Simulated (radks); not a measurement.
Question: Au74+, configuration [He] 2s2 3p1 (not the ground configuration). All-electron calculation, scalar-relativistic Kohn-Sham, exchange-only B88, spin-polarised, spherical densities, finite nucleus; open shells are filled with parallel spins first (spin-orbit coupling, left out, can overturn this in heavy ions); Fermi nuclear charge, rms radius 5.4371 fm. Program: a radial shooting solver on a logarithmic mesh with Libxc functionals. Some entries of the table are withheld. Estimate them.

| orbital | occ. | eigenvalue (eV) | r(max) (bohr) |
|---|---|---|---|
| 1s up | 1 | -90075.95 | 0.01041 |
| 1s down | 1 | -90068.06 | 0.01041 |
| 2s up | 1 | -22230.63 | 0.05868 |
| 2s down | 1 | -22221.73 | 0.05869 |
| 3p up | 1 | -8953.832 | (1) |
| 3p down | 0 | -8910.900 | (2) |

Answer: 
(1) 3p up r(max) (bohr): 0.1490
(2) 3p down r(max) (bohr): 0.1489
